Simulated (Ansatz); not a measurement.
The cluster K3Bi⁺. Charge 1, multiplicity 2. Geometry relaxed at PBE0-D4/def2-TZVP.

```xyz
4

K     2.309    0.844    2.279
K    -1.364   -3.062    0.000
K    -0.955    2.230   -2.283
Bi    0.010   -0.012    0.004
```

In the def2 sets Bi takes a core potential; there is no spin–orbit coupling. The relaxation made no stability test and no search for a lower SCF solution. The structure comes from a short search, and lower isomers may exist.

Task: Estimate the harmonic wavenumbers at UKS PBE0-D4/def2-TZVP (Ansatz, unscaled). Is this a minimum?

Result: 28, 29, 31, 121, 136, 136 cm⁻¹. Yes, no mode is imaginary beyond noise. Zero-point energy 2.9 kJ/mol. It took 79 s on 4 threads of Arm Neoverse V2 on a shared host, peak host memory 0.72 GiB.
